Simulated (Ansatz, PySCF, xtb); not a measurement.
Reaction (SMILES): CCCCC=O + 6 [H][H] (H2) -> 5 C (CH4) + O (H2O)
Structures are relaxed separately at B3LYP-D3(BJ)/def2-TZVP in Ansatz (a first-principles code), one conformer each, not searched for the lowest.
Geometry of the first species:
SMILES: CCCCC=O
```xyz
16

C     -2.8458    -0.2890    -0.3223
C     -1.4366    -0.6095    -0.8115
C     -0.3516     0.0296     0.0516
C      1.0540    -0.2890    -0.4349
C      2.1628     0.3166     0.3806
O      2.0079     1.0084     1.3534
H     -2.9965    -0.6454     0.6993
H     -3.6035    -0.7559    -0.9539
H     -3.0261     0.7885    -0.3252
H     -1.2934    -1.6951    -0.8296
H     -1.3227    -0.2713    -1.8469
H     -0.4568    -0.3033     1.0875
H     -0.4861     1.1142     0.0746
H      1.2333    -1.3722    -0.4619
H      1.2041     0.0410    -1.4716
H      3.1871     0.0795     0.0192
```

Property: energy of full hydrogenation (enthalpy at 298 K, with B3LYP-D3(BJ) rigid-rotor harmonic-oscillator terms from PySCF), in kcal/mol. Correlated levels leave the core frozen unless marked. No spin-orbit coupling. Non-relativistic. CBS(X,Y): correlation extrapolated as X^-3; Hartree-Fock from the larger set.

From measured enthalpies of formation at 298 K: -92.3 kcal/mol (CCCCC=O -54.6, CRC Handbook; [H][H] (H2) 0.0, ATcT 1.112; C (CH4) -17.8, ATcT 1.112; O (H2O) -57.8, ATcT 1.112). It holds spin-orbit effects, and any other conformers, which the calculations lack, and core correlation, which the frozen-core levels lack. This is an older compilation, not checked against later work.

```
level                                program  energy of full hydrogenation (kcal/mol)  error against measurement
----------------------------  --------------  ---------------------------------------  -------------------------
GFN1-xTB                                 xtb                                   -145.1                      -52.8
GFN2-xTB                                 xtb                                   -104.8                      -12.5
B3LYP-D3(BJ)/def2-TZVPD       Ansatz + dftd3                                    -90.9                        1.4
LC-wPBE/def2-TZVPD                    Ansatz                                    -98.4                       -6.1
wB97X/def2-TZVPD                      Ansatz                                    -97.1                       -4.8
B2GP-PLYP/def2-TZVPD                  Ansatz                                    -92.9                       -0.6
MP2/cc-pVTZ                           Ansatz                                    -89.7                        2.6
SCS-MP2/cc-pVQZ                       Ansatz                                    -91.1                        1.2
CCSD(T)/aug-cc-pVDZ                   Ansatz                                    -91.8                        0.5
CCSD(T)/CBS(cc-pVTZ,cc-pVQZ)          Ansatz                                    -92.3                        0.0
```
